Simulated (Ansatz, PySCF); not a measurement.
Spin states of H3O3Re (SMILES [OH][Re]([OH])[OH]), each relaxed with B3LYP-D3(BJ)/def2-TZVP.
State 1 (charge 0, multiplicity 3):
```xyz
7

Re     0.054    -0.072    -0.103
O     -1.218    -1.412    -0.370
H     -2.054    -1.292     0.108
O      0.168     1.374    -1.280
H     -0.334     2.161    -1.020
O      1.226    -0.182     1.346
H      2.056    -0.653     1.170
```
State 2 (charge 0, multiplicity 1):
```xyz
7

Re    -0.074     0.117    -0.112
O     -1.109    -1.410    -0.305
H     -1.733    -1.565     0.427
O      0.144     1.741    -0.898
H     -0.186     2.280    -1.621
O      1.056    -0.339     1.320
H      1.801    -0.899     1.039
```

Singlets are restricted, other states unrestricted; no spin–orbit coupling, no relativity up to Kr; see below for the cores. The largest T1 diagnostic is 0.028.

Correlated levels freeze the inner cores; with def2 sets outer-core shells near the valence are correlated too. CBS(a, b) extrapolates the correlation energy as X⁻³ and adds the Hartree–Fock energy of set b.

Run with Ansatz (Gaussian orbitals); PySCF for the dispersion terms.  In def2 rows elements past Kr take small-core potentials, without spin–orbit coupling.

| level | energy of the multiplicity-1 state less that of the multiplicity-3 state (kJ/mol) |
|---|---|
| SVWN5/def2-TZVPP | 62.4 |
| PBE-D4/def2-TZVPP | 81.0 |
| r2SCANh/def2-TZVPP | 108.7 |
| PBE0-D4/def2-TZVPP | 94.6 |
| BHLYP/def2-TZVPP | 95.4 |
| BHLYP-D4/def2-TZVPP | 95.3 |
| CAM-B3LYP/def2-TZVPP | ___ |
| B2PLYP-D3(BJ)/def2-TZVPP | 81.9 |
| CCSD(T)/CBS(def2-SVP, def2-TZVPP) | 79.9 |

**Question.** Some entries are withheld; supply them.

**Answer.** 
- CAM-B3LYP/def2-TZVPP, energy of the multiplicity-1 state less that of the multiplicity-3 state (kJ/mol): 84.1

Doubts at one or more of the structures used: a restricted determinant that unrestricted orbitals would lower (B2PLYP-D3(BJ)/def2-TZVPP, CCSD(T)/CBS(def2-SVP, def2-TZVPP)).

Ansatz is a first-principles code.
